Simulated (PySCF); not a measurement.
These compounds are isomers of formula C6H6O2.

A. `C1=CC1=COC(C)=O`
B. SMILES C#CCC(=C)C(=O)O
C. `Oc1ccc(O)cc1`
D. SMILES Oc1cccc(O)c1

Spectrum 1. $^{1}$H NMR (500 MHz, computed): δ 6.83 (s, 4H), 3.87 (br s, 2H). $^{13}$C{$^{1}$H} NMR (computed): δ 156.7 (C), 119.4 (CH).

Spectrum 2. $^{1}$H NMR (500 MHz, computed): δ 8.34 (d, 1H), 7.76 (d, 1H), 6.10 (s, 1H), 2.10 (s, 3H). $^{13}$C{$^{1}$H} NMR (computed): δ 174.3 (C), 145.1 (CH), 131.8 (CH), 112.9 (C), 108.9 (CH), 23.9 (CH3).

Spectrum 3. $^{1}$H NMR (500 MHz, computed): δ 6.93 (br s, 1H), 6.32 (br s, 1H), 6.09 (br s, 1H), 3.31 (d, 2H), 1.52 (t, 1H). $^{13}$C{$^{1}$H} NMR (computed): δ 170.5 (C), 142.8 (C), 139.2 (CH2), 86.5 (C), 77.2 (CH), 25.4 (CH2).

Spectrum 4. $^{1}$H NMR (500 MHz, computed): δ 7.24 (t, 1H), 6.70 (s, 1H), 6.21 (d, 2H), 4.26 (br s, 2H). $^{13}$C{$^{1}$H} NMR (computed): δ 165.5 (C), 135.0 (CH), 109.5 (CH), 105.6 (CH).

Rapidly exchanging positions averaged, isolated molecule, non-relativistic, a single conformation. Geometry from GFN2-xTB; GIAO PBE0/pcSseg-1 shieldings; PySCF 2.14.0 with density-fitted response routines.

δ = σ(ref) − σ, references computed at the same level: $^{1}$H (31.72 ppm), $^{13}$C (186.93 ppm) vs TMS. Where no couplings were computed, multiplicities follow the n + 1 count of equivalent neighbours, and m marks all less simple cases (inequivalent or close neighbours, rings, F or P nearby). Acid and N–H amide carbonyl carbons lie up to 10 ppm further downfield in solution (hydrogen bonding). Shifts are as computed. Against solution values, carbons near 30 ppm lie about +3 ppm off and those near 130 ppm about +5 ppm. Of 1211 compounds with measured shifts, 218 miss one by over three times the rms of a fit or turn the order of signals round; such compounds aren't used in these exercises. OH and NH positions are gas-phase values without hydrogen bonding to other molecules.

Question: Match each spectrum to its structure.

Answer: 1–C, 2–A, 3–B, 4–D.

- Spectrum 1 (C): 2 $^{13}$C signals; δC 156.7 is an aromatic carbon bearing oxygen; δC 119.4 is an aromatic CH.
- Spectrum 2 (A): 6 $^{13}$C signals; δC 174.3 is an ester carbonyl carbon; δC 145.1 is an alkene CH.
- Spectrum 3 (B): 6 $^{13}$C signals; δC 170.5 is a carboxylic acid carbon; δC 142.8 is an α carbon of a C=C–C=O unit.
- Spectrum 4 (D): 4 $^{13}$C signals; δC 165.5 is an aromatic carbon bearing oxygen; δC 135.0 is an aromatic CH.
